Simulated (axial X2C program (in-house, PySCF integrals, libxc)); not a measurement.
# SnSi: properties at the nuclei

Computed with an axial X2C code built on PySCF integrals: two-component X2C with atomic mean-field Coulomb and Gaunt terms, Gaussian nuclei, basis Sn dyall-cv3z, Si dyall-v3z with contracted cores.

R = 2.514 Å (near the PBE0 minimum at charge 0 of the determinant lowest at the starting distance; the state shown can have its own minimum elsewhere).

Input and command:
```json
{"zs": [50, 14], "q": 0, "bas": ["dyall-cv3z", "dyall-v3z"], "r0": 2.56, "levels": ["PBE0", "HF", "TPSSh", "BP86", "r2SCAN"], "nst": 3}
```
```bash
python soeom.py task.json out
```

Keys: zs atomic numbers; q charge; bas basis sets; r0 starting distance in Å; levels methods; nst determinants followed.

Determinant lowest in the PBE0 search, Ω = 1 (⟨Sz⟩ = 0.97, ⟨Lz⟩ = 0.03 at PBE0), spin on the atoms Sn 0.45, Si 0.52:

| level | Eeff magnitude (GV/cm) | Ws magnitude Sn (kHz) | A∥/gI Sn (MHz) | qzz Sn (a.u.) | A∥/gI Si (MHz) | qzz Si (a.u.) | μ (D) |
| --- | --- | --- | --- | --- | --- | --- | --- |
| PBE0 | 1.05 | 0.746 | -339 | -7.43 | -85.8 | -1.53 | -1.03 |
| HF | 2.91 | 1.88 | -746 | -6.93 | -114 | -1.41 | -0.91 |
| TPSSh | 0.47 | 0.417 | -321 | -7.34 | -55.8 | -1.52 | -1.07 |
| BP86 | 0.73 | 0.55 | -318 | -7.06 | -78.8 | -1.53 | -0.88 |
| r2SCAN | 0.258 | 0.284 | -465 | -7.50 | -67 | -1.59 | -0.96 |

Determinant 0.25 eV from it at PBE0 and this distance, Ω = 2 (⟨Sz⟩ = 0.96, ⟨Lz⟩ = 1.04 at PBE0), spin on the atoms Sn 0.25, Si 0.72:

```csv
level,Eeff magnitude (GV/cm),Ws magnitude Sn (kHz),A∥/gI Sn (MHz),qzz Sn (a.u.),A∥/gI Si (MHz),qzz Si (a.u.),μ (D)
PBE0,3.82,1.21,234,-0.90,55.3,-0.11,-1.00
HF,1.21,0.235,340,-2.42,61.4,-0.18,-1.06
TPSSh,4.42,1.39,236,-0.68,72.1,-0.07,-1.02
BP86,4.03,1.26,232,-0.58,79.6,-0.09,-0.86
r2SCAN,4.92,1.55,281,-0.62,65.5,-0.05,-0.92
```

Eeff is the effective electric field on the electron electric dipole moment in this Ω state and Ws the scalar–pseudoscalar constant of the nucleus named (defined with the proton number Z and per Ω); A∥ (defined per Ω) follows by multiplying with gI = μI/(I μN); qzz is the electric field gradient, eQq0 = 234.96 MHz × Q/barn × qzz; μ is positive if the Si end (last atom) is positive. The operators were transformed with the bare-nucleus X2C matrices; with these basis sets, hyperfine constants and field gradients can be off by tens of per cent, and where levels differ in sign neither size nor sign is settled.

Each state is one determinant with collinear spin, which with several unpaired electrons need not be a pure state. Unrestricted Hartree–Fock can overshoot spin polarisation at the nuclei. In the state Ω = 2 the sign of Eeff differs between levels (HF against PBE0). With several open shells hyperfine constants can be off by a factor of several. Where Eeff spreads by more than a factor of two the levels disagree and none is to be relied on. Open-shell Ω = 0 determinants with evenly filled partner blocks cannot be reached by this program, so the Ω shown need not be the lowest component. States lie within half an eV, so the first need not be the ground state. The sign of Ws at Sn differs between levels in the second state. Further determinants of the search, some of them spin-mixed, are not shown. Where a field gradient or hyperfine factor spreads by more than a factor of two over the levels, a constant derived from it is not to be relied on. PBE0 term energies can be off by some tenths of an eV.
